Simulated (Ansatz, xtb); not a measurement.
**AlClFHO: which of two conformers lies lower**

Structure X is `[OH][Al]([F])[Cl]`, a singlet and structure Y is `[OH][Al]([F])[Cl]`, a singlet. Both are isolated molecules in the gas phase, relaxed with PBE0-D3(BJ)/def2-SVP.

X (Å):

```xyz
5

Al    2.8989    1.3415   -0.5047
Cl    3.6135    1.2452    1.4402
F     3.5957    2.4063   -1.5631
O     1.6302    0.3395   -0.9668
H     1.2248    0.3016   -1.8342
```

Y (Å):

| atom | x (Å) | y (Å) | z (Å) |
| --- | --- | --- | --- |
| Al | -0.1761 | -0.8071 | -0.2206 |
| Cl | -0.8467 | -2.5947 | 0.6086 |
| F | 1.0142 | -0.8682 | -1.3622 |
| O | -0.7866 | 0.6978 | 0.2145 |
| H | -1.4738 | 0.8676 | 0.8599 |

Estimate which is lower in electronic energy at CCSD(T)/def2-TZVPP, and by roughly how much.

Too close to call at this level: CCSD(T)/def2-TZVPP gives E(Y) − E(X) = −0.10 kJ/mol.

Level by level:

```csv
level,geometry,E(Y) − E(X) (kJ/mol),departure from the last row (kJ/mol),"job, with rough time for the two"
PBE0-D3(BJ)/def2-SVP,PBE0-D3(BJ)/def2-SVP,+0.56,+0.65,"optimisation, 1.9 min"
HF/def2-TZVPP,PBE0-D3(BJ)/def2-SVP,−0.15,−0.05,part of the CCSD(T) run
MP2/def2-TZVPP,PBE0-D3(BJ)/def2-SVP,−0.06,+0.04,part of the CCSD(T) run
CCSD(T)/def2-TZVPP,PBE0-D3(BJ)/def2-SVP,−0.10,,"single point, 95 s"
```

The largest departure from CCSD(T)/def2-TZVPP is that of PBE0-D3(BJ)/def2-SVP, 0.65 kJ/mol. Levels run at GFN2-xTB geometries aren't shown.

With harmonic frequencies from PBE0-D3(BJ)/def2-SVP (ideal gas, rigid rotor, one conformer each, 200 K, 1 atm): on the last row, ΔE + ΔZPE = −0.11, ΔH = −0.09, ΔG = −0.12 kJ/mol.

The correlated steps freeze 12 core orbitals. Codes used: Ansatz 0.2.0; the last row on 1 thread of Intel(R) Xeon(R) Processor @ 2.50GHz (Skylake/Cascade Lake) on a shared host.
